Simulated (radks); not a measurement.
Effect of the nuclear size on the fluorine ion F2+, [He] 2s2 2p3. Calculated with a radial shooting solver on a logarithmic mesh with Libxc functionals: Dirac Kohn-Sham, LDA (Slater exchange, Perdew-Wang correlation), spin-unpolarised, spherical densities, finite nucleus; open shells are shared between the two j in proportion to 2j + 1; Fermi nuclear charge, rms radius 2.8976 fm. The rms radius is varied about that value; shifts are against it.

rms radius (fm),total energy shift (eV),density at nucleus (e/bohr^3),1s1/2 shift (meV)
2.5122,-0.000177,464.1,-0.070
2.6948,-0.0000963,463.9,-0.038
2.8976,0,463.7,0.000
2.9903,0.0000463,463.7,0.018
3.5583,0.000362,463.2,0.144

Slopes of the eigenvalues against <r^2> in GHz/fm^2, as finite differences over the two radii next to the reference (eigenvalue slopes, not the field-shift constants of lines): 1s1/2 8.16.
